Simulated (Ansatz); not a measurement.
[MCl6] with several metals: gap (eV) at several levels, gas phase, relaxed structures; Ansatz. Core potentials for Ce, Dy, Er, Eu, Gd, Ho, Nd, Pr, Sm, Tb, Tm, Yb in the def2 sets, no spin–orbit coupling. HOMO and LUMO are taken over both spins. With an open 4f shell the SCF may have ended above the lowest state. Levels of anions in sets without diffuse functions are rough. The structures are stationary points that may keep the symmetry of their start. Remarks come from the PBE and PBE0 runs and from stability tests at other levels; not every state was tested. A HOMO above zero means that the electron is unbound at that level and held by the basis, or that self-interaction error raises the level; the energy of removing that electron tells which. HOMO above LUMO (over both spins in singlets and doublets, within one spin in higher multiplets; at PBE or PBE0), or a gap under 0.15 eV within one spin, warns that the state may not be the lowest or that an electron is smeared out.

```json
{"species": "[PrCl6]3- (PrCl6³⁻)", "state": "triplet", "geometry": "PBE0-D4/def2-SVP", "PBE-D4/def2-SVP": "0.57", "PBE-D4/def2-TZVP": "0.57", "r2SCAN-D4/def2-TZVP": "1.40", "PBE0-D4/def2-SVP": "5.88", "PBE0-D4/def2-TZVP": "5.74", "remarks": "HOMO above zero at PBE or PBE0"}
{"species": "[NdCl6]3- (NdCl6³⁻)", "state": "quartet", "geometry": "PBE-D4/def2-SVP", "PBE-D4/def2-SVP": "1.30", "PBE-D4/def2-TZVP": "1.31", "r2SCAN-D4/def2-TZVP": "2.70", "PBE0-D4/def2-SVP": "5.54", "PBE0-D4/def2-TZVP": "5.59", "remarks": "HOMO above zero at PBE or PBE0"}
{"species": "[SmCl6]3- (SmCl6³⁻)", "state": "sextet", "geometry": "PBE-D4/def2-SVP", "PBE-D4/def2-SVP": "0.66", "PBE-D4/def2-TZVP": "0.67", "r2SCAN-D4/def2-TZVP": "1.29", "PBE0-D4/def2-SVP": "3.70", "PBE0-D4/def2-TZVP": "3.79", "remarks": "HOMO above zero at PBE or PBE0, spin-contaminated (⟨S²⟩ up to 8.88)"}
{"species": "[EuCl6]3- (EuCl6³⁻)", "state": "septet", "geometry": "r2SCAN-D4/def2-SVP", "PBE-D4/def2-SVP": "0.21", "PBE-D4/def2-TZVP": "0.22", "r2SCAN-D4/def2-TZVP": "0.53", "PBE0-D4/def2-SVP": "2.54", "PBE0-D4/def2-TZVP": "2.67", "remarks": "HOMO above zero at PBE or PBE0, spin-contaminated (⟨S²⟩ up to 12.25)"}
{"species": "[TbCl6]3- (TbCl6³⁻)", "state": "septet", "geometry": "r2SCAN-D4/def2-SVP", "PBE-D4/def2-SVP": "0.93", "PBE-D4/def2-TZVP": "0.94", "r2SCAN-D4/def2-TZVP": "1.91", "PBE0-D4/def2-SVP": "6.14", "PBE0-D4/def2-TZVP": "6.58", "remarks": "HOMO above zero at PBE or PBE0"}
{"species": "[DyCl6]3- (DyCl6³⁻)", "state": "sextet", "geometry": "PBE-D4/def2-SVP", "PBE-D4/def2-SVP": "0.86", "PBE-D4/def2-TZVP": "0.86", "r2SCAN-D4/def2-TZVP": "2.11", "PBE0-D4/def2-SVP": "5.98", "PBE0-D4/def2-TZVP": "5.87", "remarks": "HOMO above zero at PBE or PBE0"}
{"species": "[HoCl6]3- (HoCl6³⁻)", "state": "quintet", "geometry": "r2SCAN-D4/def2-SVP", "PBE-D4/def2-SVP": "1.50", "PBE-D4/def2-TZVP": "1.39", "r2SCAN-D4/def2-TZVP": "3.20", "PBE0-D4/def2-SVP": "6.41", "PBE0-D4/def2-TZVP": "6.30", "remarks": "HOMO above zero at PBE or PBE0"}
{"species": "[YbCl6]3- (YbCl6³⁻)", "state": "doublet", "geometry": "PBE-D4/def2-SVP", "PBE-D4/def2-SVP": "0.10", "PBE-D4/def2-TZVP": "0.18", "r2SCAN-D4/def2-TZVP": "0.62", "PBE0-D4/def2-SVP": "3.65", "PBE0-D4/def2-TZVP": "3.85", "remarks": "near-degenerate levels, HOMO above zero at PBE or PBE0, gap within one spin near zero"}
```

(1) Estimate the rows for [CeCl6]3- (CeCl6³⁻) (doublet, PBE-D4/def2-SVP geometry); [GdCl6]3- (GdCl6³⁻) (octet, PBE-D4/def2-SVP geometry); [ErCl6]3- (ErCl6³⁻) (quartet, PBE-D4/def2-SVP geometry); [TmCl6]3- (TmCl6³⁻) (triplet, PBE-D4/def2-SVP geometry).

(1) 
```tsv
species	state	geometry	PBE-D4/def2-SVP	PBE-D4/def2-TZVP	r2SCAN-D4/def2-TZVP	PBE0-D4/def2-SVP	PBE0-D4/def2-TZVP	remarks
[CeCl6]3- (CeCl6³⁻)	doublet	PBE-D4/def2-SVP	0.70	0.70	1.39	4.92	5.46	HOMO above zero at PBE or PBE0
[GdCl6]3- (GdCl6³⁻)	octet	PBE-D4/def2-SVP	2.81	2.69	4.84	6.38	6.85	HOMO above zero at PBE or PBE0
[ErCl6]3- (ErCl6³⁻)	quartet	PBE-D4/def2-SVP	0.91	0.89	3.12	5.93	5.87	HOMO above zero at PBE or PBE0
[TmCl6]3- (TmCl6³⁻)	triplet	PBE-D4/def2-SVP	0.56	0.58	1.51	4.74	4.69	HOMO above zero at PBE or PBE0
```

Over the 12 species that have every level, the mean is 0.93 at PBE-D4/def2-SVP, 0.92 at PBE-D4/def2-TZVP, 2.05 at r2SCAN-D4/def2-TZVP, 5.15 at PBE0-D4/def2-SVP, 5.27 at PBE0-D4/def2-TZVP. Orbital gaps grow with the share of exact exchange and aren't one observable across functionals.
